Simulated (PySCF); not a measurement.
Work out the structure from these simulated measurements.

Elements present: C, Cl, H and Si. Monoisotopic mass: 189.9772 u.

| Quantity | Value |
| --- | --- |
| Rotational structure | rotational constants A, B, C: 1.304, 0.576, 0.479 GHz [PBE0-D3(BJ)/def2-SVP] |
| Polarisability | 131.1 au [PBE0/def2-SVPD] |
| Triplet | lowest triplet excitation (Tamm–Dancoff): 3.98 eV [TDA PBE0/def2-SVPD] |
| 13C NMR | chemical shifts (computed TMS as zero) by class: 126.9 (2 C), 126.1 (1 C), 124.7 (1 C), 121.7 (2 C), 9.2 (1 C) ppm [GIAO KT3/pcSseg-1] |
| UV, first state | lowest singlet excitation: 5.30 eV (234 nm, f = 0.006) [TDDFT PBE0/def2-SVPD] |
| NMR, other nuclei | isotropic shieldings of nuclei other than C and H, by class: 332 (1 Si), 872 (2 Cl) ppm [GIAO KT3/pcSseg-1] |
| UV, strongest line | among the 10 lowest singlet transitions: S5 at 6.80 eV (182 nm, f = 0.721) [TDDFT PBE0/def2-SVPD] |
| 1H NMR | chemical shifts (computed TMS as zero) by class: 7.49 (2 H), 7.22 (1 H), 7.21 (2 H), 0.77 (3 H) ppm [GIAO KT3/pcSseg-1] |
| Dipole | 2.78 D [PBE0/def2-SVPD] |

Gas-phase values; electronic properties from PySCF, density fitting. Levels stand in brackets. Isolated species at its PBE0-D3(BJ)/def2-SVP geometry (one conformer only). NMR classes are plain means over equivalent atoms (diastereotopic ones count apart unless rotation or inversion swaps them), as if these changed places fast.

Problem. Which formula fits the mass and the elements?

Solution. C7H8Cl2Si (calculated 189.9772). No other formula that holds each of these elements comes within 0.0003 u with a fitting electron parity and a possible valence count.

Problem. What is the compound? Reason from the data.

Solution. Numbering: `[CH3:1][Si:2]([Cl:3])([Cl:4])[c:5]1[cH:6][cH:7][cH:8][cH:9][cH:10]1`. Its formula, C7H8Cl2Si, gives 4 degrees of unsaturation: 1 ring and 3 π bonds in the structure found (Kekulé form). 7 carbons fall into 5 classes; from least to most shielded: aromatic CH carbon [C6/C10] (126.9 ppm, 2 C), substituted aromatic carbon [C5] (126.1 ppm), aromatic CH carbon [C8] (124.7 ppm), aromatic CH carbon [C7/C9] (121.7 ppm, 2 C), Si-methyl carbon [C1] (9.2 ppm). Hydrogen classes from least to most shielded: 2 H on the ortho carbons, C6/C10 (7.49 ppm), 1 H on the para carbon, C8 (7.22 ppm), 2 H on the meta carbons, C7/C9 (7.21 ppm), 3 H on an Si-methyl carbon, C1 (0.77 ppm). The other shieldings belong to: 332 ppm, chlorine-bound silicon [Si2]; 872 ppm, silicon-bound chlorine [Cl3/Cl4]. The optimised geometry has point group C1 and is an asymmetric top. Structure: MePhSiCl2, `C[Si](Cl)(Cl)c1ccccc1`. The assignments are read from this structure; whether some other isomer fits the data as well wasn't checked.

The values belong to the conformer `[CH3:1][Si:2]([Cl:3])([Cl:4])[c:5]1[cH:6][cH:7][cH:8][cH:9][cH:10]1`: C1–Si2–C5–C6 70°.
